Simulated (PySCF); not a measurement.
Molecule: `C1=CC(C)=C[SiH2]1`, C5H8Si.

Geometry:
| atom | x (Å) | y (Å) | z (Å) |
| --- | --- | --- | --- |
| C1 | 2.154 | 0.039 | -0.235 |
| C2 | 0.674 | 0.115 | -0.042 |
| C3 | -0.014 | 1.200 | 0.384 |
| Si4 | -1.822 | 0.739 | 0.440 |
| C5 | -1.481 | -1.005 | -0.156 |
| C6 | -0.148 | -1.093 | -0.334 |
| H7 | 2.399 | -0.230 | -1.277 |
| H8 | 2.591 | -0.747 | 0.403 |
| H9 | 2.645 | 0.992 | 0.003 |
| H10 | 0.486 | 2.141 | 0.626 |
| H11 | -2.435 | 0.799 | 1.804 |
| H12 | -2.691 | 1.533 | -0.485 |
| H13 | -2.155 | -1.843 | -0.347 |
| H14 | 0.354 | -2.005 | -0.682 |

Geometry PBE0-D3(BJ)/def2-SVP throughout; GIAO in PySCF 2.14.0 with density-fitted response routines, gas phase, one conformer, non-relativistic; equivalent atoms averaged; functional PBE0.

Q: How do the shifts δ (against TMS at the same level) depend on the basis set? (a selection of nuclei; ppm; last column core-seconds on 1 thread of an Arm Neoverse V2, shared host)

A: 
| basis set | functions | C2 | C6 | C5 | C3 | C1 | Si4 | H13 | H10 | H11/H12 | core-s |
| --- | --- | --- | --- | --- | --- | --- | --- | --- | --- | --- | --- |
| STO-3G | 42 | 125.8 | 124.5 | 114.7 | 112.0 | 24.6 | -30.6 | 5.95 | 5.59 | 2.63 | 3.1 |
| 6-31G | 74 | 154.5 | 147.9 | 127.0 | 118.4 | 24.0 | -11.4 | 6.28 | 5.73 | 4.68 | 6 |
| pcSseg-0 | 74 | 167.6 | 164.6 | 139.5 | 131.0 | 27.1 | -49.7 | 6.33 | 5.83 | 5.13 | 5.3 |
| 6-31G* | 104 | 153.6 | 146.4 | 123.1 | 115.0 | 23.2 | -16.2 | 6.01 | 5.47 | 4.83 | 9.4 |
| cc-pVDZ | 128 | 160.7 | 152.5 | 129.4 | 119.8 | 24.0 | -35.0 | 6.31 | 5.73 | 4.60 | 12 |
| def2-SVP | 128 | 159.1 | 151.9 | 129.2 | 119.9 | 22.9 | -34.1 | 6.28 | 5.70 | 4.64 | 11 |
| pcSseg-1 | 149 | 168.2 | 161.0 | 135.6 | 125.0 | 24.7 | -38.3 | 6.40 | 5.81 | 4.65 | 12 |
| aug-cc-pVDZ | 214 | 160.6 | 151.7 | 129.5 | 118.7 | 23.5 | -39.4 | 6.57 | 5.91 | 4.70 | 27 |
| 6-311+G(2d,p) | 218 | 167.0 | 158.5 | 133.9 | 123.0 | 23.7 | -40.2 | 6.50 | 5.88 | 4.83 | 26 |
| def2-TZVP | 240 | 169.4 | 160.5 | 135.0 | 124.1 | 24.4 | -41.7 | 6.54 | 5.91 | 4.84 | 32 |
| cc-pVTZ | 296 | 167.6 | 159.2 | 134.1 | 123.3 | 24.2 | -34.6 | 6.51 | 5.89 | 4.66 | 43 |
| IGLO-III | 299 | 172.7 | 163.9 | 138.9 | 127.6 | 24.7 | -42.7 | 6.49 | 5.85 | 4.72 | 41 |

Q: Which nucleus among those listed moves most, in ppm?

A: C2 (fully substituted alkene carbon): from 125.8 ppm with STO-3G to 172.7 ppm with IGLO-III. The smallest spread is 0.44 ppm, at H10. Proton shifts span only some 12 ppm, so a few tenths of a ppm matter as much there as several ppm in carbon.

Q: Taking the largest basis, IGLO-III (299 functions), as the yardstick, rank the others by their worst heavy-atom deviation.

A: def2-TZVP 3.9 ppm (240 functions), pcSseg-1 4.5 ppm (149 functions), 6-311+G(2d,p) 5.7 ppm (218 functions), pcSseg-0 6.9 ppm (74 functions), cc-pVTZ 8.2 ppm (296 functions), cc-pVDZ 12.0 ppm (128 functions), aug-cc-pVDZ 12.1 ppm (214 functions), def2-SVP 13.6 ppm (128 functions), 6-31G* 26.5 ppm (104 functions), 6-31G 31.3 ppm (74 functions), STO-3G 46.9 ppm (42 functions).

A small basis that lands close on one nucleus may do so by chance; judge by the trend and by all nuclei.
